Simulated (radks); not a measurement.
Values are calculated unless marked as measured or tabulated.
Spherical quantum dot in the effective-mass picture: electrons in a parabolic well V = omega^2 r^2 / 2 with omega = 0.458, with a point charge +1 (a donor) at the centre, all in effective atomic units (hartree* = m*/eps^2 hartree, bohr* = eps/m* bohr), one dielectric constant everywhere. Level of theory: non-relativistic Kohn-Sham, LDA (Slater exchange, Perdew-Wang correlation), spin-polarised, spherical densities (a radial shooting solver with Libxc functionals). Levels are named by radial order and angular momentum (1s, 1p, 1d, 2s, ...), and open shells are averaged over m.

N = 27, configuration 1s2 1p6 1d10 2s2 1f(up 7, down 0). This is the lowest configuration that the search found. Occupied and some empty levels:

level    occupation  eigenvalue (hartree*)  <r> (bohr*)
1s up             1                 7.2639        2.104
1s down           1                 7.2739        1.992
1p up             3                 7.5071        3.538
1p down           3                 7.5415        3.467
2s up             1                 7.5992        3.332
2s down           1                 7.6309        3.387
1d up             5                 7.6893        4.027
1d down           5                 7.7309        4.001
1f up             7                 7.8918        4.367
1f down           0                 7.9360        4.364
2p up             0                 7.9577        3.633
2p down           0                 7.9825        3.664
1g up             0                 8.1165        4.642
1g down           0                 8.1609        4.653
2d up             0                 8.2317        4.064
2d down           0                 8.2582        4.071

Energy (hartree*): total 124.015, kinetic 10.267, external 36.121, Hartree 85.713, exchange-correlation -8.0865.

Electron density:

r (bohr*)  n(r) (e/bohr*^3)
0.159                0.4694
0.560                0.2182
0.961                0.1093
1.36                0.06293
1.76                0.04615
2.16                0.04394
2.56                0.04800
2.96                0.05296
3.36                0.05508
3.77                0.05225
4.17                0.04423
4.57                0.03279
4.97                0.02089
5.37                0.01130
5.77               0.005115
6.17               0.001930
6.57              0.0006080
6.97              0.0001588
7.37             0.00003482
7.77              6.339e-06
